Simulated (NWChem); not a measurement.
Species: CCl3F; SMILES FC(Cl)(Cl)Cl

All runs: NWChem. Pople sets run with spherical d functions. Each level has its own optimisation; frequencies are unscaled.

```json
[
 {"level": "Hartree-Fock/STO-3G", "r C–F (Å)": "1.352", "r C–Cl (Å)": "1.827", "highest harmonic frequency (cm⁻¹)": "1398", "lowest (cm⁻¹)": "247", "zero-point energy (kcal/mol)": "8.2", "dipole (D)": "0.87"},
 {"level": "Hartree-Fock/3-21G", "r C–F (Å)": "1.347", "r C–Cl (Å)": "1.833", "highest harmonic frequency (cm⁻¹)": "1252", "lowest (cm⁻¹)": "242", "zero-point energy (kcal/mol)": "7.2", "dipole (D)": "0.48"},
 {"level": "Hartree-Fock/6-31G*", "r C–F (Å)": "1.322", "r C–Cl (Å)": "1.757", "highest harmonic frequency (cm⁻¹)": "1270", "lowest (cm⁻¹)": "272", "zero-point energy (kcal/mol)": "8.0", "dipole (D)": "0.44"},
 {"level": "B3LYP/6-31G*", "r C–F (Å)": "1.337", "r C–Cl (Å)": "1.788", "highest harmonic frequency (cm⁻¹)": "1142", "lowest (cm⁻¹)": "244", "zero-point energy (kcal/mol)": "7.0", "dipole (D)": "0.17"},
 {"level": "LDA (Slater exchange, VWN5)/def2-SVP", "r C–F (Å)": "1.323", "r C–Cl (Å)": "1.765", "highest harmonic frequency (cm⁻¹)": "1168", "lowest (cm⁻¹)": "238", "zero-point energy (kcal/mol)": "7.1", "dipole (D)": "0.25"},
 {"level": "PBE/def2-SVP", "r C–F (Å)": "1.340", "r C–Cl (Å)": "1.787", "highest harmonic frequency (cm⁻¹)": "1108", "lowest (cm⁻¹)": "234", "zero-point energy (kcal/mol)": "6.8", "dipole (D)": "0.21"},
 {"level": "BLYP/def2-SVP", "r C–F (Å)": "1.346", "r C–Cl (Å)": "1.807", "highest harmonic frequency (cm⁻¹)": "1080", "lowest (cm⁻¹)": "229", "zero-point energy (kcal/mol)": "6.6", "dipole (D)": "0.23"},
 {"level": "PBE0/def2-SVP", "r C–F (Å)": "1.326", "r C–Cl (Å)": "1.767", "highest harmonic frequency (cm⁻¹)": "1177", "lowest (cm⁻¹)": "247", "zero-point energy (kcal/mol)": "7.3", "dipole (D)": "0.30"}
]
```
